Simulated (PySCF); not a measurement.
SMILES CCO[Si](C)(OCC)[O], doublet (GFN2-xTB optimised geometry):

```
22

C     -2.723    -1.081    -0.424
C     -1.567    -1.137    -1.412
O     -0.328    -0.876    -0.815
Si     0.113     0.474     0.000
C     -0.094    -0.161     1.924
O     -0.671     1.785     0.000
O      1.741     0.474     0.000
C      2.660    -0.341    -0.665
C      2.539    -0.242    -2.178
H     -3.651    -1.334    -0.929
H     -2.558    -1.785     0.388
H     -2.798    -0.077    -0.016
H     -1.740    -0.406    -2.210
H     -1.490    -2.138    -1.852
H     -1.139    -0.062     2.159
H      0.255    -1.180     1.948
H      0.522     0.512     2.494
H      3.651    -0.005    -0.335
H      2.529    -1.385    -0.352
H      2.637     0.795    -2.487
H      3.314    -0.837    -2.654
H      1.564    -0.605    -2.491
```

Method: unrestricted PBE0/def2-SVP run with PySCF.

Question: What are the frontier orbital energies (α orbitals alone; a β orbital can be the lowest empty one) and the dipole moment?

Answer: HOMO-2 -8.66 eV, HOMO-1 -8.23 eV, HOMO -7.80 eV, LUMO 1.34 eV, LUMO+1 2.16 eV; dipole moment 2.92 D.

On the same geometry unrestricted PBE/def2-SVP in PySCF 2.14.0 gives HOMO-2 -6.83 eV, HOMO-1 -6.53 eV, HOMO -6.29 eV, LUMO 0.49 eV, LUMO+1 1.30 eV; dipole moment 3.22 D.

Meta-Löwdin charges at PBE0/def2-SVP: C1 -0.31, C2 0.05, O3 -0.61, Si4 1.35, C5 -0.42, O6 -0.61, O7 -0.60, C8 0.05, C9 -0.31, H10 0.11, H11 0.10, H12 0.11, H13 0.09, H14 0.10, H15 0.13, H16 0.13, H17 0.14, H18 0.10, H19 0.09, H20 0.10, H21 0.10, H22 0.11.
